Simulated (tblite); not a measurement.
Compound: C4H11PSi2.
SMILES with atom numbers: `[CH3:1][SiH2:2][P:3]1[C:4]([CH3:5])=[C:6]1[SiH3:7]` (hydrogens: H8, H9, H10 on C1; H11, H12 on Si2; H13, H14, H15 on C5; H16, H17, H18 on Si7)

A start from a force field or distance geometry was refined with GFN2-xTB geometry optimisation, gas phase (tblite). Values at the start:

| coordinate | start |
| --- | --- |
| C1–Si2 | 1.883 Å |
| C1–H8 | 1.110 Å |
| Si2–P3 | 2.190 Å |
| Si2–H11 | 1.466 Å |
| P3–C4 | 1.853 Å |
| P3–C6 | 1.854 Å |
| C4–C5 | 1.505 Å |
| C4=C6 | 1.356 Å |
| C5–H13 | 1.112 Å |
| C6–Si7 | 1.857 Å |
| Si7–H16 | 1.482 Å |
| C1–Si2–P3 | 109.4° |
| Si2–P3–C4 | 111.9° |
| Si2–P3–C6 | 115.2° |
| P3–C4–C5 | 142.9° |
| P3–C4–C6 | 68.6° |
| P3–C6–C4 | 68.5° |
| C4–P3–C6 | 42.9° |
| C4–C6–Si7 | 148.9° |
| C1–Si2–P3–C4 | 172° |
| Si2–P3–C4–C5 | 74° |
| Si2–P3–C6–C4 | 96° |
| P3–C4–C6–Si7 | 180° |

Problem. How do these coordinates change at the GFN2-xTB level?

Solution. 
```json
{"coordinate": "Si2–P3", "GFN2-xTB (Å or °)": "2.253", "change": "+0.063"}
{"coordinate": "C4=C6", "GFN2-xTB (Å or °)": "1.306", "change": "-0.050"}
{"coordinate": "C4–C5", "GFN2-xTB (Å or °)": "1.466", "change": "-0.039"}
{"coordinate": "P3–C6", "GFN2-xTB (Å or °)": "1.886", "change": "+0.032"}
{"coordinate": "C1–H8", "GFN2-xTB (Å or °)": "1.085", "change": "-0.025"}
{"coordinate": "C5–H13", "GFN2-xTB (Å or °)": "1.090", "change": "-0.022"}
{"coordinate": "Si7–H16", "GFN2-xTB (Å or °)": "1.465", "change": "-0.017"}
{"coordinate": "C1–Si2", "GFN2-xTB (Å or °)": "1.897", "change": "+0.014"}
{"coordinate": "P3–C4", "GFN2-xTB (Å or °)": "1.843", "change": "-0.010"}
{"coordinate": "Si2–H11", "GFN2-xTB (Å or °)": "1.474", "change": "+0.008"}
{"coordinate": "C6–Si7", "GFN2-xTB (Å or °)": "1.859", "change": "+0.002"}
{"coordinate": "Si2–P3–C6", "GFN2-xTB (Å or °)": "100.1", "change": "-15.1"}
{"coordinate": "Si2–P3–C4", "GFN2-xTB (Å or °)": "99.9", "change": "-12.0"}
{"coordinate": "P3–C4–C6", "GFN2-xTB (Å or °)": "71.3", "change": "+2.7"}
{"coordinate": "P3–C4–C5", "GFN2-xTB (Å or °)": "140.8", "change": "-2.1"}
{"coordinate": "C4–P3–C6", "GFN2-xTB (Å or °)": "41.0", "change": "-1.9"}
{"coordinate": "C1–Si2–P3", "GFN2-xTB (Å or °)": "107.6", "change": "-1.8"}
{"coordinate": "P3–C6–C4", "GFN2-xTB (Å or °)": "67.7", "change": "-0.8"}
{"coordinate": "C4–C6–Si7", "GFN2-xTB (Å or °)": "149.6", "change": "+0.7"}
{"coordinate": "Si2–P3–C4–C5", "GFN2-xTB (Å or °)": "87", "change": "+13"}
{"coordinate": "C1–Si2–P3–C4", "GFN2-xTB (Å or °)": "179", "change": "+7"}
{"coordinate": "Si2–P3–C6–C4", "GFN2-xTB (Å or °)": "94", "change": "-2"}
{"coordinate": "P3–C4–C6–Si7", "GFN2-xTB (Å or °)": "178", "change": "-2"}
```

The energy falls by 0.454 eV over 127 L-BFGS steps, the largest force on an atom goes from 2.40 to 0.008 eV/Å, and the atoms move by 0.277 Å rms after alignment. The bond that changes most is Si2–P3 (SiH2 silicon to three-coordinate phosphorus), which lengthens by 0.063 Å. Bonds longer at the end by more than 0.005 Å: 5 of 18; shorter: 11. Among the dihedrals that turn most is C4–C6–Si7–H18, from -138° to -120°. Rotational constants go from 1852, 828.6, 636.4 to 1829, 878.5, 689.8 MHz.

On one thread, Arm Neoverse V1 (aarch64), on a shared host, this took 1.1 s wall.

Its GFN2-xTB frequencies are all real (lowest 18 cm⁻¹). The numbers are those of one conformer.

The numbers are calculated, not measured.
